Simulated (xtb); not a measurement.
Br2Hg, singlet, at a GFN2-xTB geometry (such geometries of metal compounds can be far from the true shape), atoms displaced at random by about 0.05 Å a coordinate. Base run: GFN2-xTB (xtb 6.7.1).

The xtb input:
```
$ xtb mol.xyz --gfn 2 --opt --json

# file mol.xyz
3

Hg    -0.05763372    -0.02712811     0.03127267
Br     0.05047748    -0.01066090     2.49225868
Br    -0.05101320     0.00770889    -2.36673279
```

The base run was repeated with changes; each row names its change, and settings that it needs were set with it.

```
change               ΔE vs base (kcal/mol)  optimiser steps
-------------------  ---------------------  ---------------
base                                 0.000                4
opt level = lax                      0.000                4
opt level = sloppy                   0.000                4
opt level = vtight                  -0.002                7
opt level = crude                    0.171                1
opt level = loose                    0.000                4
opt level = tight                   -0.002                6
engine = inertial                    0.014                -
opt level = extreme                 -0.002                7
alpb = cs2                           -5.76                4
```
